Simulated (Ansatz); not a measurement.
Ansatz (a program for electronic structure) input for B(OH)2(PH2) (BH₄O₂P), SMILES OB(O)P, B3LYP-D3(BJ)/def2-SVP. 

Ansatz 0.2 input:
```yaml
crystal:
  periodic: [false, false, false]
  atoms:
    - {symbol: B, position_ang: [-0.37821389, 0.05233686, -0.31802943]}
    - {symbol: O, position_ang: [-1.04441037, -1.06263744, -0.67761157]}
    - {symbol: H, position_ang: [-1.79183967, -0.98648841, -1.27446109]}
    - {symbol: O, position_ang: [-0.65901027, 1.30097439, -0.74051176]}
    - {symbol: H, position_ang: [-1.39644419, 1.43509632, -1.33961718]}
    - {symbol: P, position_ang: [1.01428078, -0.14036237, 0.98322784]}
    - {symbol: H, position_ang: [1.89455424, 0.74245484, 0.38917785]}
    - {symbol: H, position_ang: [1.59795254, -1.25400714, 0.41161645]}
basis:
  gaussian:
    orbitals: def2-SVP
hamiltonian:
  xc: b3lyp
  dispersion: d3bj
relax: {f_tol: 0.002, max_steps: 200}
```

Program output:

```
WARN ansatz: RAYON_NUM_THREADS=1 ignored (pool sized by the plan → 1); use --threads N
Functional definition: B3LYP
integrals: 0.03 GiB planned
841 factors; integrals over basis functions are off by at most 2.4e-4 eV
mean field: 0.26 GiB planned
mean field evaluation 1: about -14114.2199 eV, gradient 6.2e1 eV
mean field evaluation 2: about -14106.7583 eV, gradient 9.0e1 eV
mean field evaluation 4: about -14120.9740 eV, gradient 1.6e0 eV
mean field evaluation 8: about -14121.0066 eV, gradient 9.1e-2 eV
mean field evaluation 16: about -14121.0066 eV, gradient 4.1e-5 eV
mean field -14121.00663755 eV, -518.9374223678 hartree, gradient 4.1e-5 eV, S^2 0.000000; 0 other end points of the search recorded, 0 dependent functions left out
the calculation of the forces begins
reference -14121.00684725 eV, -518.9374300741 hartree; 20, 20 occupied and 60, 60 virtual orbitals, 841 factors
relax step   1: F+E_penalty+E_count = -14121.25298987 eV  Δ(F+E_penalty+E_count) = +0.000e0 eV  max|allowed force component| = 1.081e0 eV/Å  Δτ_max = 0.0000 Å  (25 SCF iters, accepted)
these checks for a lower state are left out or cut short: starts, cluster_reference, orbital_swaps, neighbouring_geometries, increment
integrals: 0.03 GiB planned
841 factors; integrals over basis functions are off by at most 2.5e-4 eV
mean field: 0.26 GiB planned
mean field -14121.07149297 eV, -518.9398057605 hartree, gradient 2.0e-5 eV, S^2 0.000000; 0 other end points of the search recorded, 0 dependent functions left out
the calculation of the forces begins
reference -14121.07170430 eV, -518.9398135269 hartree; 20, 20 occupied and 60, 60 virtual orbitals, 841 factors
relax step   2: F+E_penalty+E_count = -14121.31600861 eV  Δ(F+E_penalty+E_count) = -6.302e-2 eV  max|allowed force component| = 4.245e-1 eV/Å  Δτ_max = 0.0514 Å  (29 SCF iters, accepted)
these checks for a lower state are left out or cut short: starts, cluster_reference, orbital_swaps, neighbouring_geometries, increment
integrals: 0.03 GiB planned
841 factors; integrals over basis functions are off by at most 2.7e-4 eV
mean field: 0.26 GiB planned
mean field -14121.08454178 eV, -518.9402852955 hartree, gradient 2.0e-5 eV, S^2 0.000000; 0 other end points of the search recorded, 0 dependent functions left out
the calculation of the forces begins
reference -14121.08475380 eV, -518.9402930873 hartree; 20, 20 occupied and 60, 60 virtual orbitals, 841 factors
relax step   3: F+E_penalty+E_count = -14121.32830767 eV  Δ(F+E_penalty+E_count) = -1.230e-2 eV  max|allowed force component| = 1.035e-1 eV/Å  Δτ_max = 0.0187 Å  (29 SCF iters, accepted)
these checks for a lower state are left out or cut short: starts, cluster_reference, orbital_swaps, neighbouring_geometries, increment
integrals: 0.03 GiB planned
841 factors; integrals over basis functions are off by at most 3.0e-4 eV
mean field: 0.26 GiB planned
mean field evaluation 32: about -14121.0533 eV, gradient 1.0e-2 eV
mean field -14121.08249336 eV, -518.9402100177 hartree, gradient 2.1e-5 eV, S^2 0.000000; 0 other end points of the search recorded, 0 dependent functions left out
the calculation of the forces begins
reference -14121.08270573 eV, -518.9402178218 hartree; 20, 20 occupied and 60, 60 virtual orbitals, 841 factors
relax step   4: F+E_penalty+E_count = -14121.32662939 eV  Δ(F+E_penalty+E_count) = +1.678e-3 eV  max|allowed force component| = 3.004e-1 eV/Å  Δτ_max = 0.0262 Å  (29 SCF iters, rejected (line search))
these checks for a lower state are left out or cut short: starts, cluster_reference, orbital_swaps, neighbouring_geometries, increment
integrals: 0.03 GiB planned
841 factors; integrals over basis functions are off by at most 2.9e-4 eV
mean field: 0.26 GiB planned
mean field -14121.08636766 eV, -518.9403523954 hartree, gradient 2.1e-5 eV, S^2 0.000000; 0 other end points of the search recorded, 0 dependent functions left out
the calculation of the forces begins
reference -14121.08657983 eV, -518.9403601925 hartree; 20, 20 occupied and 60, 60 virtual orbitals, 841 factors
relax step   5: F+E_penalty+E_count = -14121.33029956 eV  Δ(F+E_penalty+E_count) = -1.992e-3 eV  max|allowed force component| = 3.996e-2 eV/Å  Δτ_max = 0.0131 Å  (29 SCF iters, accepted)
these checks for a lower state are left out or cut short: starts, cluster_reference, orbital_swaps, neighbouring_geometries, increment
integrals: 0.03 GiB planned
841 factors; integrals over basis functions are off by at most 3.0e-4 eV
mean field: 0.26 GiB planned
mean field -14121.08660744 eV, -518.9403612070 hartree, gradient 2.1e-5 eV, S^2 0.000000; 0 other end points of the search recorded, 0 dependent functions left out
the calculation of the forces begins
reference -14121.08681941 eV, -518.9403689969 hartree; 20, 20 occupied and 60, 60 virtual orbitals, 841 factors
relax step   6: F+E_penalty+E_count = -14121.33076685 eV  Δ(F+E_penalty+E_count) = -4.673e-4 eV  max|allowed force component| = 8.664e-2 eV/Å  Δτ_max = 0.0234 Å  (28 SCF iters, accepted)
these checks for a lower state are left out or cut short: starts, cluster_reference, orbital_swaps, neighbouring_geometries, increment
integrals: 0.03 GiB planned
841 factors; integrals over basis functions are off by at most 3.0e-4 eV
mean field: 0.26 GiB planned
mean field -14121.08678814 eV, -518.9403678479 hartree, gradient 1.0e-5 eV, S^2 0.000000; 0 other end points of the search recorded, 0 dependent functions left out
the calculation of the forces begins
reference -14121.08700020 eV, -518.9403756410 hartree; 20, 20 occupied and 60, 60 virtual orbitals, 841 factors
relax step   7: F+E_penalty+E_count = -14121.33099430 eV  Δ(F+E_penalty+E_count) = -2.274e-4 eV  max|allowed force component| = 2.539e-3 eV/Å  Δτ_max = 0.0054 Å  (22 SCF iters, accepted)
these checks for a lower state are left out or cut short: starts, cluster_reference, orbital_swaps, neighbouring_geometries, increment
integrals: 0.03 GiB planned
841 factors; integrals over basis functions are off by at most 3.0e-4 eV
mean field: 0.26 GiB planned
mean field -14121.08679738 eV, -518.9403681874 hartree, gradient 3.0e-5 eV, S^2 0.000000; 0 other end points of the search recorded, 0 dependent functions left out
the calculation of the forces begins
reference -14121.08700945 eV, -518.9403759808 hartree; 20, 20 occupied and 60, 60 virtual orbitals, 841 factors
relax step   8: F+E_penalty+E_count = -14121.33099537 eV  Δ(F+E_penalty+E_count) = -1.073e-6 eV  max|allowed force component| = 5.936e-4 eV/Å  Δτ_max = 0.0007 Å  (18 SCF iters, accepted)
integrals: 0.03 GiB planned
841 factors; integrals over basis functions are off by at most 3.0e-4 eV
mean field: 0.26 GiB planned
mean field evaluation 64: about -14114.4279 eV, gradient 6.2e1 eV
mean field -14121.08679738 eV, -518.9403681874 hartree, gradient 3.0e-5 eV, S^2 0.000000; 1 other end points of the search recorded, 0 dependent functions left out
the calculation of the forces begins
reference -14121.08700945 eV, -518.9403759808 hartree; 20, 20 occupied and 60, 60 virtual orbitals, 841 factors
Total energy: -14121.33120744 eV, -518.9493500914 hartree
Atom 0 at    -0.377741     0.055185    -0.323453 Å, force     0.000594    -0.000116    -0.000080 eV/Å
Atom 1 at    -1.054301    -1.070117    -0.693604 Å, force    -0.000332    -0.000093     0.000179 eV/Å
Atom 2 at    -1.800701    -0.930931    -1.291821 Å, force     0.000070    -0.000080    -0.000062 eV/Å
Atom 3 at    -0.680050     1.316161    -0.747247 Å, force    -0.000229     0.000198     0.000218 eV/Å
Atom 4 at    -1.437357     1.385964    -1.343871 Å, force     0.000106     0.000015    -0.000120 eV/Å
Atom 5 at     1.030468    -0.135829     1.002598 Å, force    -0.000146     0.000080    -0.000069 eV/Å
Atom 6 at     1.941804     0.775221     0.391954 Å, force    -0.000021     0.000072     0.000016 eV/Å
Atom 7 at     1.614746    -1.308288     0.439234 Å, force    -0.000042    -0.000076    -0.000083 eV/Å
Dipole moment:    -0.492922     0.064465    -0.569873 e Å
```

The calculation finished and met its thresholds.

Cost: about 12 core-seconds (a rough figure).
